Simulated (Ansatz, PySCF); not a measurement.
The pair A = CH2O2 (SMILES O=CO) (first 5 atoms), B = H2Se (SMILES [SeH2]); geometry from B3LYP-D3(BJ)/def2-TZVP.
(charge 0, multiplicity 1):
```xyz
8

O      1.0693    -0.9998     0.8477
C      0.4678    -0.5517    -0.0912
O     -0.6000     0.2466    -0.0290
H      0.7274    -0.7476    -1.1402
H     -0.8229     0.4149     0.9134
Se    -1.0096     0.5339     3.4171
H      0.1260    -0.3565     3.1263
H     -1.9401    -0.6044     3.4603
```

Cores are frozen in the correlated methods. Filled d and f shells under p-block atoms count as core. CBS: X⁻³ extrapolation of the correlation energy, Hartree–Fock from the larger set. MP2 and its Hartree–Fock in aug-cc-pVTZ are density fitted.

Run with Ansatz (Gaussian basis) for Hartree–Fock, density functionals and correlated methods; PySCF for the dispersion terms. Each number belongs to the level named beside it.

The monomers are drawn apart, rigid, along the line of their centres of mass. Counterpoise-corrected interaction energies (kcal/mol):

```tsv
level	R = 4.539 Å	R = 5.545 Å
PBE/def2-TZVPPD	-2.2803	-0.8007
PBE-D3(BJ)/def2-TZVPPD	-2.8013	-0.9763
wB97M-V/def2-TZVPPD	-2.3906	-0.8664
MP2/CBS(aug-cc-pVDZ, aug-cc-pVTZ) + ΔCCSD(T)/aug-cc-pVDZ	-2.3982	-0.8521
```

Question: R is the distance of the centres of mass. Find the local exponent m of E ∝ R⁻ᵐ between the two points.

Answer: 
m = ln(E₁/E₂)/ln(R₂/R₁): PBE/def2-TZVPPD 5.2; PBE-D3(BJ)/def2-TZVPPD 5.3; wB97M-V/def2-TZVPPD 5.1; MP2/CBS(aug-cc-pVDZ, aug-cc-pVTZ) + ΔCCSD(T)/aug-cc-pVDZ 5.2. For scale, two fixed dipoles give m = 3, dipole and quadrupole 4, quadrupoles 5, and dispersion or dipole-induced dipole 6 at long range; at these distances several terms mix, and what is left of overlap and damping shifts m, so it need not match one of them.

Ansatz is a first-principles code.
